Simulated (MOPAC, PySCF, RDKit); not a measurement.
Dimer: H2O (SMILES O) (first 3 atoms) with HCl (SMILES Cl); geometry from B3LYP-D3(BJ)/def2-TZVP, rigid monomers moved along the line of their centres of mass till O1···H5 is 2.12 Å.
(charge 0, multiplicity 1):
```xyz
5

O      0.21157     0.56182     0.17731
H      0.72368    -0.15698    -0.20990
H     -0.66149     0.51655    -0.22834
Cl     0.07274     0.37016     3.59265
H      0.14858     0.49048     2.29615
```

Monomers are frozen at their geometry in the pair; levels with a basis set take the counterpoise correction. Rows marked so take none. RDKit's UFF carries no charges.

Rows in 6-31G* carry no dispersion term and start afresh at each structure (6-31G* with six Cartesian d functions). The state reached by PM3, PM6 isn't checked.

Codes used: MOPAC for PM3, PM6 (differences of heats of formation); PySCF for 6-31G* rows; RDKit for the force fields. Each number belongs to the level named beside it.

Q: One of these levels gives -5.82 kcal/mol for the interaction energy. Which one is it?
(A) UFF
(B) HF/6-31G* (no counterpoise)
(C) PM6
(D) PM3

A: B, HF/6-31G* (no counterpoise). The others give 5.17 (UFF), -2.41 (PM3), -4.30 (PM6)
